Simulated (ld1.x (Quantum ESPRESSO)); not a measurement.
Building the ultrasoft potential for Pb (Z = 82) (PBE, scalar-relativistic).

| Item | Value |
| --- | --- |
| Element | Pb |
| Generator | ld1.x (Quantum ESPRESSO) 7.5 |
| Type | ultrasoft |
| Functional | PBE |
| Relativity | scalar-relativistic |
| Frozen core | [Xe] 4f14 |
| Valence charge | 14 |
| Reference configuration | 5d10 6s1 6p3 |
| Partial waves | 6s (bound): rcut 1.65, rcutus 2.10 bohr; 6s channel at -0.35 Ry: rcut 1.65, rcutus 2.10 bohr; 6p (bound): rcut 2.10, rcutus 2.35 bohr; 6p channel at 2.8 Ry: rcut 2.10, rcutus 2.35 bohr; 5d (bound): rcut 1.10, rcutus 1.20 bohr; 5d channel at -1.35 Ry: rcut 1.10, rcutus 1.20 bohr |
| Local potential | all-electron potential smoothed inside 1.20 bohr (lloc = -1) |
| Core correction | none |
| Augmentation charge | built from norm-conserving waves at rcut, not smoothed further |

Task: Estimate the cutoffs (Ry, on a coarse ladder) from which the occupation-weighted sum of valence levels, in a spherical-Bessel basis at the reference potential, stays within 10 and 1 mRy of its value at 400 Ry.

Result: 80 Ry and 140 Ry.

Task: Does the potential have ghost states?

Result: Ghost states, extra bound levels that the all-electron valence spectrum of the same l lacks: s at -581.7 eV, p at -211.0 eV. A true bound ghost makes a file unfit for plane-wave use.

Task: Is the overlap operator S = 1 + Σ q|β⟩⟨β| positive definite (Bessel basis up to 400 Ry)?

Result: Yes: its lowest eigenvalue is 0.14 (s channel).

Task: Which valence shell sets the plane-wave cutoff?

Result: 5d: its level needs 80 Ry to come within 1 mRy, against 25 Ry for 6p.

Task: Tests: 5d10 6s2 6p2; 5d10 6s2 6p1; 5d10 6s2 6p0; 5d10 6s1 6p0; 5d10 6s2 6p1.5; 5d9 6s2 6p3; 5d9 6s2 6p2. Which has the largest error in its energy relative to the reference configuration, and how large is it?

Result: 5d9 6s2 6p3, with -73 meV (all-electron minus pseudo) on +10.59 eV.
